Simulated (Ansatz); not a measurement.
Relaxation of CH$_{5}$ClO$_{3}$Si (11 atoms, charge 0, multiplicity 1), to a largest force component of 0.02 eV/Å in at most 40 steps.

Level of theory: RKS PBE/STO-3G (Ansatz 0.2.0).

```xyz
11
Properties=species:S:1:pos:R:3
O 0.860 -1.624 1.235
C 0.489 -0.724 0.153
O -0.486 -1.414 -0.625
Cl 2.067 -0.545 -0.783
O 0.076 0.505 0.656
Si -0.772 1.590 -0.274
H 1.798 -1.683 1.126
H -0.872 -1.907 0.072
H -0.867 2.890 0.477
H -0.073 1.792 -1.539
H -2.154 1.062 -0.478
```

Question: Where does it end, and by what steps?

Answer: The run converged. Limits of this set-up: minimal basis. After 14 steps the energy has fallen by 1.362 eV; H8 moved furthest, 1.07 Å.

| step | energy less start (eV) | largest force component (eV/Å) | accepted |
| --- | --- | --- | --- |
| 0 | 0.0000 | 5.372 | yes |
| 1 | -0.9452 | 1.352 | yes |
| 2 | -1.0624 | 1.584 | yes |
| 3 | -1.1584 | 1.732 | yes |
| 4 | -1.2485 | 0.718 | yes |
| 5 | -1.3085 | 0.210 | yes |
| 6 | -1.3293 | 0.199 | yes |
| 7 | -1.3407 | 0.186 | yes |
| 8 | -1.3391 | 0.730 | no |
| 9 | -1.3494 | 0.090 | yes |
| 10 | -1.3529 | 0.484 | yes |
| 11 | -1.3610 | 0.044 | yes |
| 12 | -1.3617 | 0.066 | yes |
| 13 | -1.3620 | 0.045 | yes |
| 14 | -1.3621 | 0.009 | yes |

```xyz
11
Properties=species:S:1:pos:R:3
O 0.817 -1.728 1.253
C 0.418 -0.756 0.270
O -0.730 -1.207 -0.466
Cl 1.971 -0.638 -1.069
O 0.200 0.518 0.824
Si -0.766 1.546 -0.236
H 1.590 -1.232 1.732
H -0.403 -2.101 -0.871
H -0.531 2.872 0.315
H -0.321 1.461 -1.621
H -2.179 1.207 -0.110
```

Whether the end is a true minimum wasn't checked by a vibrational analysis.

The run took 66 s on 1 thread of Arm Neoverse N1 (shared host), peak memory 0.14 GiB.
